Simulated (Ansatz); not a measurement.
The cluster CuSe5⁻. Total charge -1; triplet. Geometry PBE-D4/def2-SVP, that of the neutral doublet; atoms count from 1.

```
atom   x (Å)   y (Å)   z (Å)
 Cu1   1.384   0.067  -0.684
 Se2  -1.350  -1.707  -0.255
 Se3   1.665   1.669   0.894
 Se4  -1.830   0.609  -0.166
 Se5   0.670  -1.930  -1.484
 Se6  -0.539   1.292   1.695
```

The highest occupied level of the charge -1 triplet lies above zero (up to 0.50 eV). By energy differences its removal costs 1.04 eV (vertical, to the charge 0 doublet, at PBE0-D4/def2-SVP); self-interaction error and the lack of diffuse functions both raise the level. The structure comes from a short search, and lower isomers may exist.

Q: Estimate the Mulliken populations from the PBE0/def2-SVP orbitals of Ansatz.

A: 
```tsv
atom	charge (e)	spin (α − β)	d electrons
Cu1	0.15	0.09	9.73
Se2	-0.12	0.16	–
Se3	-0.32	0.65	–
Se4	-0.23	0.33	–
Se5	-0.36	0.10	–
Se6	-0.12	0.66	–
```
Mulliken values and Mayer orders depend strongly on the basis.

Q: Where does the spin sit?

A: Summed by element: Cu 0.09, Se 1.91, of 2 unpaired in all. Largest on single atoms: Se6 0.66, Se3 0.65, Se4 0.33.

Q: And the Mayer bond orders between bonded heavy atoms (over 0.3)?

A: Cu1–Se3 0.84 (2.27 Å); Cu1–Se5 0.82 (2.27 Å); Se2–Se4 0.96 (2.37 Å); Se2–Se5 1.01 (2.38 Å); Se3–Se6 1.03 (2.38 Å); Se4–Se6 0.72 (2.37 Å).
